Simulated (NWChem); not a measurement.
Species: C₃H₆Cl cation

```xyz
10

C     -1.2726     1.0681    -0.0630
C      0.0019     0.3568     0.0396
C      1.2973     1.0341    -0.0252
Cl    -0.0229    -1.3000     0.2392
H     -1.5143     1.4038     0.9814
H     -1.1716     2.0029    -0.6517
H     -2.1143     0.4338    -0.3984
H      1.5451     1.1049    -1.1186
H      2.1210     0.4730     0.4542
H      1.2261     2.0846     0.3243
```
Atoms are numbered in this order, from 1.

Level: PBE-D3(BJ)/def2-SVP (NWChem), optimised geometry, unscaled harmonic frequencies. 

```json
[
 {"frequency (cm⁻¹)": "97", "IR intensity (km/mol)": "1.6"},
 {"frequency (cm⁻¹)": "172", "IR intensity (km/mol)": "4.2"},
 {"frequency (cm⁻¹)": "380", "IR intensity (km/mol)": "1.3"},
 {"frequency (cm⁻¹)": "382", "IR intensity (km/mol)": "3.4"},
 {"frequency (cm⁻¹)": "445", "IR intensity (km/mol)": "5.5"},
 {"frequency (cm⁻¹)": "693", "IR intensity (km/mol)": "11.2"},
 {"frequency (cm⁻¹)": "765", "IR intensity (km/mol)": "17.5"},
 {"frequency (cm⁻¹)": "921", "IR intensity (km/mol)": "18.0"},
 {"frequency (cm⁻¹)": "942", "IR intensity (km/mol)": "8.5"},
 {"frequency (cm⁻¹)": "963", "IR intensity (km/mol)": "31.9"},
 {"frequency (cm⁻¹)": "1185", "IR intensity (km/mol)": "188.3"},
 {"frequency (cm⁻¹)": "1245", "IR intensity (km/mol)": "21.8"},
 {"frequency (cm⁻¹)": "1260", "IR intensity (km/mol)": "56.0"},
 {"frequency (cm⁻¹)": "1297", "IR intensity (km/mol)": "173.1"},
 {"frequency (cm⁻¹)": "1321", "IR intensity (km/mol)": "8.2"},
 {"frequency (cm⁻¹)": "1330", "IR intensity (km/mol)": "1.1"},
 {"frequency (cm⁻¹)": "1403", "IR intensity (km/mol)": "9.8"},
 {"frequency (cm⁻¹)": "1417", "IR intensity (km/mol)": "64.6"},
 {"frequency (cm⁻¹)": "2899", "IR intensity (km/mol)": "164.5"},
 {"frequency (cm⁻¹)": "2910", "IR intensity (km/mol)": "42.9"},
 {"frequency (cm⁻¹)": "3025", "IR intensity (km/mol)": "5.0"},
 {"frequency (cm⁻¹)": "3028", "IR intensity (km/mol)": "34.7"},
 {"frequency (cm⁻¹)": "3115", "IR intensity (km/mol)": "23.0"},
 {"frequency (cm⁻¹)": "3117", "IR intensity (km/mol)": "8.4"}
]
```

* **zero-point energy**: 49.0 kcal/mol
* **thermal correction to the enthalpy at 298.15 K (with zero-point energy)**: 53.1 kcal/mol
* **heat capacity Cv**: 18.3 cal/(mol K)
* **entropy at 298.15 K and 1 atm (symmetry number 2)**: 72.8 cal/(mol K)

Rigid rotor and harmonic oscillator; modes under 100 cm⁻¹ make the entropy uncertain.
